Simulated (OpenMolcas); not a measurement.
An atom or ion with 14 electrons was computed by SS-CASPT2, IPEA 0.25 Eh, imaginary shift 0.1 Eh with spin-orbit coupling (OpenMolcas, ANO-RCC-VQZP, DKH2). The lowest levels that the run gave, each within 12 % of the measured value where one is at hand:

| J | Parity | E (cm⁻¹) | g |
| --- | --- | --- | --- |
| 0 | even | 0.0 |  |
| 1 | even | 692 | 1.501 |
| 2 | even | 1851 | 1.499 |
| 2 | even | 15620 | 1.002 |
| 0 | even | 36160 |  |
| 2 | odd | 82380 | 2.002 |
| 2 | odd | 119690 | 1.168 |
| 1 | odd | 119700 | 0.500 |
| 3 | odd | 119740 | 1.334 |
| 0 | odd | 143250 |  |
| 1 | odd | 143270 | 1.500 |
| 2 | odd | 143300 | 1.500 |

Which ion is it, and what are the configurations and terms?

Ar4+ (Z = 18, charge +4; active space 4 electrons in 4 orbitals (3s 3p)). J, parity and g give the terms where levels are pure, and mixed ones are named by the computed weights; the size of the splittings, set against known spectra of the 14-electron sequence, gives the charge. In order, with the measured energies in cm⁻¹ (Saloman, J. Phys. Chem. Ref. Data 39, 033101 (2010)): 3s² 3p² ³P₀, 3s² 3p² ³P₁ (763), 3s² 3p² ³P₂ (2029), 3s² 3p² ¹D₂ (16299), 3s² 3p² ¹S₀ (37912), 3s 3p³ ⁵S°₂, 3s 3p³ ³D°₂ (121675), 3s 3p³ ³D°₁ (121629), 3s 3p³ ³D°₃ (121803), 3s 3p³ ³P°₀, 3s 3p³ ³P°₁, 3s 3p³ ³P°₂.

CASPT2 breaks the degeneracy within a term, and the mean is taken; among the terms shown or strongly mixed into the levels shown the widest spread is 360 cm-1 (3s 3p³ ³D°). Over all roots computed the reference weight is 0.86 to 0.99; the roots of lowest weight are the least certain, and an intruder state may touch them. Terms of s pⁿ other than that of highest spin mix with s² pⁿ⁻² d, which this space lacks; all of them can be thousands of cm-1 off, and some have no real level of that name. Computed and measured levels are paired by configuration, term and J; levels that our copy of the source lacks, or whose pairing is in doubt (as where it misses far off the trend of its configuration), stay unpaired and out of the deviations. Only configurations of the active space appear.

° marks odd parity.
